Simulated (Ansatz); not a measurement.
`[SiH3]N1BC1` + `[OH][Cd][Br]` → `[SiH3][O][Cd][Br]` + `B1CN1` at 700 K and 1 bar (ligand exchange at the Si–N bond).

Gas-phase electronic energies from Ansatz, PBE0-D4/def2-TZVP geometries. CCSD(T)/CBS is the MP2 limit (def2-TZVPP, def2-QZVPP) plus CCSD(T) − MP2 in def2-TZVPP, frozen cores. This one scheme is used for every species. Elements past krypton have def2 core potentials. For Br, Cd outer-core shells are correlated without core-valence functions, which leaves a few kJ/mol of doubt a bond. Scalar relativity is left out up to krypton. One conformer a species, not always the lowest.

```csv
species,CCSD(T)/CBS energy (Eh),H − E (kJ/mol),S (J/(mol·K))
`[SiH3]N1BC1`,-410.22623,251.4,415.1
`[OH][Cd][Br]`,-2816.86459,77.8,369.0
`[SiH3][O][Cd][Br]`,-3107.18482,143.4,472.1
`B1CN1`,-119.91915,185.9,321.1
```

H − E and S are ideal-gas, rigid-rotor, harmonic terms from PBE0-D4/def2-TZVP, for one conformer and one mirror image of each species. 1 Eh = 2625.50 kJ/mol, R = 8.31446 J/(mol·K).

Problem. By hand: ΔE, ΔH, ΔS and ΔG.

Solution. ΔE = (-3107.18482) + (-119.91915) − (-410.22623) − (-2816.86459) = -0.01315 Eh = -34.5 kJ/mol. Δ(H − E) = 143.4 + 185.9 − 251.4 − 77.8 = 0.1, so ΔH = -34.4 kJ/mol. ΔS = 472.1 + 321.1 − 415.1 − 369.0 = 9.1 J/(mol·K). ΔG = -34.4 − 700 × (9.1)/1000 = -40.8 kJ/mol.

Problem. By hand: the equilibrium constant, and the temperature at which ΔG would vanish if ΔH and ΔS stayed fixed.

Solution. log₁₀ K = −ΔG/(RT ln 10) = 3.0. ΔH and −TΔS have one sign here, so there is no such temperature.

The number of gas molecules stays the same, so ΔS is small and ΔH decides. A doubt of 5 kJ/mol in ΔE shifts log₁₀ K by 0.4 here. Other conformers and mirror images would add mixing entropy, several J/(mol·K) or more a flexible species. Modes under 60 cm⁻¹, often nearly free rotors, make the harmonic entropy too high. These are equilibria of isolated gas molecules and say nothing of rates. Largest T1 diagnostic: 0.014 (customary marks: 0.02 for closed shells, 0.045 for open ones).

ΔS is within the doubt of such terms, so its sign, and with it that verdict, could turn.
